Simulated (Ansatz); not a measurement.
C₃H₃F₃O, SMILES `O=CCC(F)(F)F`, relaxed with RKS PBE-D4/def2-SVP in Ansatz from a rough embedded geometry. The force threshold is 0.03 eV/Å; the program also tests the step.

Charge 0, multiplicity 1.

Start:

```xyz
10

O     2.390   -0.255   -0.069
C     1.265   -0.377   -0.411
C     0.146   -0.363    0.547
C    -1.011    0.515   -0.083
F    -1.370    0.048   -1.250
F    -2.021    0.575    0.780
F    -0.529    1.783   -0.250
H     0.988   -0.574   -1.495
H    -0.287   -1.381    0.701
H     0.431    0.029    1.530
```

| step | energy (eV) | largest force (eV/Å) | largest move (Å) |
| --- | --- | --- | --- |
| 1 | -13333.6266 | 3.505 | 0.000 |
| 2 | -13333.8017 | 1.653 | 0.091 |
| 3 | -13333.8558 | 1.077 | 0.085 |
| 4 | -13333.8763 | 0.462 | 0.023 |
| 5 | -13333.8814 | 0.274 | 0.070 |
| 6 | -13333.8842 | 0.047 | 0.007 |
| 7 | -13333.8843 | 0.025 | 0.011 |

End:

```xyz
10

O     2.468   -0.376   -0.025
C     1.321   -0.405   -0.414
C     0.117   -0.326    0.516
C    -1.010    0.522   -0.042
F    -1.462    0.019   -1.219
F    -2.058    0.580    0.808
F    -0.597    1.789   -0.276
H     1.064   -0.514   -1.510
H    -0.278   -1.355    0.661
H     0.435    0.066    1.501
```

Hardware: 4 threads of a server CPU on a shared host. Wall time 8.5 s, peak host memory 0.17 GiB.
